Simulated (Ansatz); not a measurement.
An input meant for Al₅N₄H₁₆⁻, a cluster cut from zinc blende AlN (hydrogen-capped) (charge -1, singlet).

```yaml
crystal:
  periodic: [false, false, false]
  atoms:
    - {symbol: Al, position_ang: [0.094200, -2.454886, 0.053567]}
    - {symbol: Al, position_ang: [0.592736, -0.201988, -2.138960]}
    - {symbol: Al, position_ang: [-1.930760, 0.127860, -0.123288]}
    - {symbol: Al, position_ang: [0.134905, -0.059021, 2.431545]}
    - {symbol: Al, position_ang: [0.543720, 2.199315, 0.191871]}
    - {symbol: N, position_ang: [-0.734336, -1.095346, -1.051929]}
    - {symbol: N, position_ang: [1.134238, -1.319041, 1.287882]}
    - {symbol: N, position_ang: [0.315906, 1.707850, -1.710991]}
    - {symbol: N, position_ang: [-0.725448, 1.051147, 1.095591]}
    - {symbol: H, position_ang: [1.121277, -3.356648, -0.828203]}
    - {symbol: H, position_ang: [-0.971509, -3.298550, 0.930329]}
    - {symbol: H, position_ang: [2.095434, -0.514669, -1.613552]}
    - {symbol: H, position_ang: [0.293675, -0.422489, -3.719785]}
    - {symbol: H, position_ang: [-3.118213, -0.644719, 0.656865]}
    - {symbol: H, position_ang: [-2.480302, 1.222571, -1.221327]}
    - {symbol: H, position_ang: [-0.922491, -0.922189, 3.300714]}
    - {symbol: H, position_ang: [1.193102, 0.807509, 3.310546]}
    - {symbol: H, position_ang: [0.124129, 3.759331, 0.368919]}
    - {symbol: H, position_ang: [2.076796, 1.797719, 0.528883]}
    - {symbol: H, position_ang: [-1.341681, -1.602659, -1.718556]}
    - {symbol: H, position_ang: [1.699481, -1.929501, 1.897273]}
    - {symbol: H, position_ang: [1.831309, -0.793511, 0.728961]}
    - {symbol: H, position_ang: [-0.643103, 1.970623, -1.999915]}
    - {symbol: H, position_ang: [0.956835, 2.278229, -2.282733]}
    - {symbol: H, position_ang: [-1.339901, 1.693076, 1.626313]}
basis:
  gaussian: {orbitals: 6-31G}
total_charge: -1
magnetization: {spin_polarized: true, initial_magnetization: 6}
hamiltonian: {xc: {name: PBE-QIDH}}
scf: {omitted_lower_state_checks: [starts]}
output: {forces: true}
```

```sh
$ ansatz run in.yaml --threads 2 --pin off --events-out ev --progress --plain --max-ram 32768MiB --backend cuda --devices 0, --max-vram 18GiB
```

It prints (some lines left out):

```
Functional definition: PBE-QIDH
1730 factors; integrals over basis functions are off by at most 1.7e-4 eV
mean field evaluation 1: about -39130.8500 eV, gradient 4.0e1 eV
mean field evaluation 2: about -39130.8566 eV, gradient 4.0e1 eV
mean field evaluation 4: about -39139.4435 eV, gradient 5.9e0 eV
mean field evaluation 8: about -39140.4773 eV, gradient 9.6e-1 eV
mean field evaluation 16: about -39140.6588 eV, gradient 1.4e-1 eV
mean field evaluation 32: about -39140.7291 eV, gradient 2.9e-2 eV
mean field -39140.72927990 eV, -1438.3952704972 hartree, gradient 6.3e-6 eV, S^2 12.077544; 0 other end points of the search recorded, 0 dependent functions left out
29 core orbitals not correlated: weight in the atoms' cores, before any rotation towards them, 1.000 or more for the frozen orbitals, at most 0.000 for the correlated occupied ones
reference -39140.72930777 eV, -1438.3952715213 hartree; 29, 23 occupied and 75, 81 virtual orbitals, 1730 factors
second order -21.87242404 eV of doubles, -0.00000000 eV of singles
Total energy: -39148.02011578 eV, -1438.6632037739 hartree
Atom 0 at     0.094200    -2.454886     0.053567 Å, force     0.377043     2.332896     1.561486 eV/Å
Atom 1 at     0.592736    -0.201988    -2.138960 Å, force     0.644245     0.567917    -0.435723 eV/Å
Atom 2 at    -1.930760     0.127860    -0.123288 Å, force     2.353626    -1.292441    -1.661456 eV/Å
Atom 3 at     0.134905    -0.059021     2.431545 Å, force    -1.820742     0.204733    -2.839028 eV/Å
Atom 4 at     0.543720     2.199315     0.191871 Å, force     0.658582     0.769239     0.099414 eV/Å
Atom 5 at    -0.734336    -1.095346    -1.051929 Å, force     0.580806    -0.926738     0.446223 eV/Å
Atom 6 at     1.134238    -1.319041     1.287882 Å, force     0.480172     1.306892     0.808237 eV/Å
Atom 7 at     0.315906     1.707850    -1.710991 Å, force    -0.480533     0.225281    -0.464793 eV/Å
Atom 8 at    -0.725448     1.051147     1.095591 Å, force    -1.751804    -1.192134    -0.548172 eV/Å
Atom 9 at     1.121277    -3.356648    -0.828203 Å, force     0.160602    -1.521208    -1.090559 eV/Å
Atom 10 at    -0.971509    -3.298550     0.930329 Å, force    -0.361175    -0.971128    -0.271943 eV/Å
Atom 11 at     2.095434    -0.514669    -1.613552 Å, force     0.097106    -0.168727     0.017118 eV/Å
Atom 12 at     0.293675    -0.422489    -3.719785 Å, force    -0.023099    -0.036670    -0.063276 eV/Å
Atom 13 at    -3.118213    -0.644719     0.656865 Å, force    -1.458150     0.076093     1.345675 eV/Å
Atom 14 at    -2.480302     1.222571    -1.221327 Å, force    -0.724882     1.060995    -0.038491 eV/Å
Atom 15 at    -0.922491    -0.922189     3.300714 Å, force     0.209275    -0.092278     0.949448 eV/Å
Atom 16 at     1.193102     0.807509     3.310546 Å, force     1.370687     0.171579     1.644585 eV/Å
Atom 17 at     0.124129     3.759331     0.368919 Å, force    -0.028603     0.065758    -0.118264 eV/Å
Atom 18 at     2.076796     1.797719     0.528883 Å, force     0.202869    -0.064993     0.043107 eV/Å
Atom 19 at    -1.341681    -1.602659    -1.718556 Å, force    -0.466736     0.352225     0.165678 eV/Å
Atom 20 at     1.699481    -1.929501     1.897273 Å, force    -0.343710    -0.487383    -0.227129 eV/Å
Atom 21 at     1.831309    -0.793511     0.728961 Å, force    -0.173511    -0.020513    -0.282986 eV/Å
Atom 22 at    -0.643103     1.970623    -1.999915 Å, force     0.344943     0.111519     0.063891 eV/Å
Atom 23 at     0.956835     2.278229    -2.282733 Å, force    -0.293811    -0.419191     0.456340 eV/Å
Atom 24 at    -1.339901     1.693076     1.626313 Å, force     0.446802    -0.051724     0.440618 eV/Å
Dipole moment:    -0.142197    -0.147042     0.253390 e Å
Checks for a lower state left out: starts
```

Q: What is wrong with this run?

A: The spin is set far too high (6 unpaired electrons typed, 0 in the singlet as meant). The run converged. The result belongs to that input, not to the species as meant. The highest occupied level of an anion often lies above zero with these methods, and sets without diffuse functions describe the outer electron poorly.
